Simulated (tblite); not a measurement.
Species: C4H3F3N (doublet state).
Cartesian coordinates in Å at the GFN2-xTB level; atoms count from 1:
```xyz
11
C4H3F3N angstrom
C      1.7345   -0.2963   -0.8611
C      0.5501   -0.6142   -0.3606
F      0.2249   -1.9092   -0.1764
C     -0.4960    0.3557    0.0519
N     -0.2632    1.5749    0.4401
C     -1.8277   -0.0644    0.0219
F     -2.2537   -1.2344   -0.4040
F     -2.8367    0.7010    0.3693
H      2.0079    0.7274   -1.0353
H      2.4444   -1.0579   -1.1267
H      0.7209    1.8201    0.4632
```

Computed geometry: GFN2-xTB, gas phase. This method treats the open shell by occupation alone, without spin polarisation.

Masses are those of the commonest isotopes; rigid-rotor values at the optimised geometry. The values belong to one conformer with, in the numbering `[H]/[N:5]=[C:4](\[C:2](=[CH2:1])[F:3])[C:6]([F:7])[F:8]`, C1–C2–C4–N5 -26°, C2–C4–C6–F7 -3°.

Problem. Give the principal moments of inertia and the rotational constants in cm⁻¹.

Solution. Ia = 151.50, Ib = 300.28, Ic = 435.75 u·Å²; 505379 MHz·u·Å²/I gives 3336, 1683 and 1160 MHz, that is A = 0.11127, B = 0.05614, C = 0.03869 cm⁻¹.

Problem. Classify the top.

Solution. An asymmetric top: κ = (2 × 1683 − 3336 − 1160)/(3336 − 1160) = -0.52.

Problem. What does the inertial defect say?

Solution. Not planar: Δ = Ic − Ia − Ib = -16.03 u·Å². For a rigid frame Δ = −2 Σ m c², so Σ m c² = 8.01 u·Å² lies off the ab plane: 0.87 from hydrogen and 7.14 from heavier atoms. The atom farthest from that plane is 0.77 Å away.

Problem. Give the other two planar moments, Paa and Pbb, and the rms extents of the mass along the axes.

Solution. Paa = Σ m a² = (Ib + Ic − Ia)/2 = 292.27 and Pbb = Σ m b² = (Ia + Ic − Ib)/2 = 143.48 u·Å². With the mass M = 122.02 u, the rms extents √(P/M) along a, b and c are 1.55, 1.08, 0.26 Å.

Problem. List the rotational levels J(Ka,Kc) to J = 2 (cm⁻¹).

Solution. Above 0(0,0):
J = 1: 1(0,1) 0.0948, 1(1,1) 0.1500, 1(1,0) 0.1674
J = 2: 2(0,2) 0.2809, 2(1,2) 0.3222, 2(1,1) 0.3745, 2(2,1) 0.5399, 2(2,0) 0.5434
The levels of one J sum to (2J + 1)J(J + 1)(A + B + C)/3.

Problem. Estimate the classical rotational partition function at 100 K, 200 K and 298.15 K.

Solution. Point group C1, symmetry number σ = 1; q = (√π/σ)·√((kT/h)³/(ABC)), k/h = 20836.6 MHz/K: 66100 at 100 K, 187000 at 200 K, 340000 at 298.15 K.

For this open shell read J as N, the rotation without spin; fine and hyperfine splittings come on top. Its GFN2-xTB frequencies are all real (lowest 46 cm⁻¹). No vibrational averaging or centrifugal distortion is included, and the geometry carries the error of its method.
